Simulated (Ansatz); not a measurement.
Reaction (ligand exchange at the Si–S bond): `C[SiH2][S][Ti]([Cl])([Cl])[Cl]` + `C=C(O)F` → `C=C(F)O[SiH2]C` + `[SH][Ti]([Cl])([Cl])[Cl]`

Computed with Ansatz on PBE0-D4/def2-TZVP structures; ΔE is electronic, products minus reactants. CCSD(T)/CBS is the MP2 limit (def2-TZVPP, def2-QZVPP) plus CCSD(T) − MP2 in def2-TZVPP, frozen cores. For Ti outer-core shells are correlated without core-valence functions, which leaves a few kJ/mol of doubt a bond. Scalar relativity is left out up to krypton. One conformer a species, not always the lowest.

```csv
species,MP2/def2-QZVPP energy (Eh)
`C[SiH2][S][Ti]([Cl])([Cl])[Cl]`,-2956.19919
`C=C(O)F`,-252.74638
`C=C(F)O[SiH2]C`,-582.28301
`[SH][Ti]([Cl])([Cl])[Cl]`,-2626.66374
```

(1) Work out ΔE.

Largest T1 diagnostic among the species: 0.026, so the coupled-cluster value is less sure than usual.

Answers

(1) ΔE = (-582.28301) + (-2626.66374) − (-2956.19919) − (-252.74638) = -0.00118 Eh = -3.1 kJ/mol. CCSD(T)/CBS gives -9.2 kJ/mol.

The D4 term adds +12.9 kJ/mol with B3LYP and +7.4 kJ/mol with PBE0; it sums over pairs of atoms, weighted by their polarisabilities, and B3LYP, whose exchange is more repulsive, gets the larger term. In def2-TZVPP, CCSD(T) changes the Hartree–Fock value by +26.0 kJ/mol (the triples alone add +6.5 kJ/mol) and MP2 by +34.6 kJ/mol.

B3LYP here is the variant with VWN-RPA as its local correlation; programs differ in this.
